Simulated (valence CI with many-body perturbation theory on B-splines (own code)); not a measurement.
# Tm¹⁹⁺: M1 decay

Method: valence CI with perturbative core correlation (CI+MBPT): four valence electrons over a frozen Dirac-Fock core [Kr] 4d10, a basis of 8 s, 8 p, 9 d, 9 f, 6 g, 3 h, 2 i functions for each j, with the one-electron correlation potential Σ1, the two-electron term Σ2, the three-electron term Σ3, Breit, model QED; selected CI, second order for the rest, scaled by the run's own slope (own B-spline code, finite nucleus).

No measured levels were compared; by estimate terms of the open shell hold to a few per cent of their energy, and close levels can change places. Core correlation moves these levels by up to 3400 cm⁻¹, and in measured spectra 5 to 20 % of such shifts remained as error; rates that hang on mixing are uncertain with them. Only levels of the ground parity were solved; by the run's estimate the other parity begins above the list, which can be wrong where configurations are misplaced.

Lines 1 to 50 of 120 in falling wavelength, among levels below 99742 cm⁻¹, chosen from the decays that carry over 1 % of a level's rate. Wavelengths and rates use the calculated energies, so an error of 2000 cm⁻¹ moves a line at 4509 nm by 90 % and its rate by three times that or more. S is in atomic units (e²a₀⁴ for E2 and M2, e²a₀⁶ for E3), for M1 in squared Bohr magnetons. Weak lines are less certain than strong ones. Lines between different terms over intervals too small for the method are left out, as are lines whose strength nearly cancels. Where a level lies close to another of its J and parity, the split of strength between their lines is uncertain. Intervals below about 2000 cm⁻¹, as at the head of this list, are uncertain by tens of per cent.

Names give the largest LS component (configuration and term), which can be under half, so a name can repeat, a term be missing and a line seem to break the LS rules; names also repeat where a configuration has a term twice. Letters in brackets count levels of one name in rising energy.

```
λ vac (nm)         Upper         Lower  Type   A (s⁻¹)  S (a.u.)
     25760      4f4 5F_1      4f4 5F_2    M1  4.45e-03  8.45e+00
      4509      4f4 5S_2      4f4 5F_3    M1  7.60e-02  1.29e+00
      2466  4f4 3L_8 [a]      4f4 3K_7    M1  9.97e-01  9.42e+00
      2400      4f4 3P_1      4f4 3D_2    M1  1.64e+00  2.53e+00
      2127      4f4 3P_0      4f4 3P_1    M1  3.06e+00  1.09e+00
      2002      4f4 5F_3      4f4 5F_2    M1  5.57e+00  1.16e+01
      1952      4f4 5G_2      4f4 5F_3    M1  8.32e-01  1.15e+00
      1704      4f4 5I_8      4f4 5I_7    M1  7.40e+00  2.31e+01
      1577      4f4 5I_7      4f4 5I_6    M1  1.59e+01  3.47e+01
      1472  4f4 3H_6 [a]      4f4 5G_5    M1  7.90e+00  1.21e+01
      1465      4f4 5S_2      4f4 5F_1    M1  1.21e+00  7.06e-01
      1460      4f4 5I_6      4f4 5I_5    M1  2.34e+01  3.51e+01
      1430      4f4 5G_3      4f4 5F_3    M1  6.79e-01  5.15e-01
      1404      4f4 5I_5      4f4 5I_4    M1  2.10e+01  2.37e+01
      1394      4f4 5G_3  4f4 5F_4 [a]    M1  3.63e+00  2.55e+00
      1387      4f4 5S_2      4f4 5F_2    M1  1.85e+00  9.12e-01
      1367      4f4 5G_5      4f4 5G_4    M1  1.75e+01  1.82e+01
      1360  4f4 1D_2 [a]      4f4 3D_2    M1  1.16e+00  5.39e-01
      1307      4f4 5G_5  4f4 3H_5 [a]    M1  2.96e+00  2.70e+00
      1228  4f4 5F_4 [b]      4f4 5F_3    M1  1.49e+01  9.23e+00
      1215  4f4 3H_5 [a]  4f4 5F_4 [b]    M1  1.54e+01  1.13e+01
      1213  4f4 3H_5 [a]      4f4 5F_5    M1  6.59e+00  4.79e+00
      1203      4f4 5F_5  4f4 5F_4 [a]    M1  1.33e+01  9.43e+00
      1201  4f4 5F_4 [b]  4f4 5F_4 [a]    M1  1.09e+01  6.33e+00
      1168      4f4 5G_4  4f4 5F_4 [b]    M1  3.07e+00  1.63e+00
      1149      4f4 5G_6  4f4 3H_5 [a]    M1  1.07e+01  7.84e+00
      1083      4f4 3D_3      4f4 3D_2    M1  9.30e+00  3.06e+00
      1036  4f4 3F_4 [a]  4f4 3G_3 [a]    M1  4.36e+00  1.62e+00
      1030      4f4 5G_4      4f4 5G_3    M1  3.44e+01  1.25e+01
      1028      4f4 5G_2      4f4 5F_1    M1  4.08e+00  8.22e-01
     988.5      4f4 5G_2      4f4 5F_2    M1  4.38e+00  7.83e-01
     950.3  4f4 3G_3 [a]  4f4 5F_4 [b]    M1  9.10e-01  2.03e-01
     886.9      4f4 3D_3      4f4 5G_4    M1  2.45e+00  4.44e-01
     861.4  4f4 3F_4 [a]      4f4 5G_4    M1  1.90e+00  4.06e-01
     856.8  4f4 3G_3 [a]      4f4 5G_3    M1  1.96e+00  3.20e-01
     851.1      4f4 3D_2      4f4 5G_3    M1  4.78e+00  5.46e-01
     837.5  4f4 3F_4 [a]  4f4 3H_5 [a]    M1  3.87e+00  7.59e-01
     834.1      4f4 5G_3      4f4 5F_2    M1  1.13e+01  1.70e+00
     740.8  4f4 3L_8 [b]  4f4 3L_8 [a]    M1  1.12e+01  2.86e+00
     738.3  4f4 3G_3 [a]      4f4 5G_2    M1  5.20e+01  5.43e+00
     734.0      4f4 3D_2      4f4 5G_2    M1  9.65e+00  7.08e-01
     682.7      4f4 3L_9  4f4 3L_8 [a]    M1  3.73e+01  8.37e+00
     677.2      4f4 3K_8  4f4 3L_8 [a]    M1  4.45e+01  8.72e+00
     629.1      4f4 5G_5      4f4 5F_5    M1  9.59e+00  9.73e-01
     628.2      4f4 3L_7      4f4 3K_7    M1  3.50e+01  4.82e+00
     608.0  4f4 3G_3 [a]      4f4 5S_2    M1  2.53e+00  1.47e-01
     605.1      4f4 3D_2      4f4 5S_2    M1  2.84e+01  1.17e+00
     604.0  4f4 3H_5 [a]  4f4 5F_4 [a]    M1  7.88e+00  7.09e-01
     592.2      4f4 5G_4  4f4 5F_4 [a]    M1  2.12e+01  1.47e+00
     590.1      4f4 5G_6      4f4 5F_5    M1  2.54e+01  2.51e+00
```
